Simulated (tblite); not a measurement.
ClMg (SMILES [Mg+][Cl]), charge +1, singlet, geometry from GFN2-xTB (such geometries of metal compounds can be far from the true shape); tblite with GFN1-xTB.

Here is a job for tblite.
```
$ tblite run mol.xyz --method gfn1 --charge 1 --spin 0 --spin-polarized --json tblite.json --no-restart

# file mol.xyz
2

Mg    -0.00000000    -0.00000000    -1.21080290
Cl     0.00000000     0.00000000     0.85468440
```

### Question
What does tblite print? Leave out banner, timings and long lists.

### Answer

```
xTB calculator
 | screened Coulomb repulsion
 | Coulomb electrostatics
 |  * isotropic Klopman-Ohno-Mataga-Nishimoto electrostatics
 |  * onsite third-order electrostatics
 | DFT-D3(BJ) dispersion correction
 | Interactions (1)
 | [1] spin polarization

halogen bonding energy    0.0000000000000E+00 Eh
repulsion energy          1.3681161383523E-02 Eh
dispersion energy        -4.4607586227460E-04 Eh
interaction energy        0.0000000000000E+00 Eh
number of electrons       8.0000000000000E+00 e
integral cutoff           4.0000000000000E+01 bohr

------------------------------------------------------------
  cycle        total energy    energy error   density error
------------------------------------------------------------
      1     -4.308518271251  -4.3217534E+00   4.6714042E-01
      2     -4.173682193491   1.3483608E-01   4.6275274E-01
      3     -4.443505156191  -2.6982296E-01   1.8651229E-01
      4     -4.464581577970  -2.1076422E-02   6.2990691E-02
      5     -4.469540118502  -4.9585405E-03   3.5818343E-03
      6     -4.469533359724   6.7587785E-06   2.6062287E-03
      7     -4.469540122275  -6.7625514E-06   3.6272940E-04
      8     -4.469540133334  -1.1058675E-08   8.0072721E-05
      9     -4.469540135726  -2.3918370E-09   1.1134392E-06
------------------------------------------------------------

electronic energy        -4.4827752212471E+00 Eh
total energy             -4.4695401357259E+00 Eh

Post processing:
 | Mayer-Wiberg bond orders

[Info] JSON dump of results written to 'tblite.json'
```
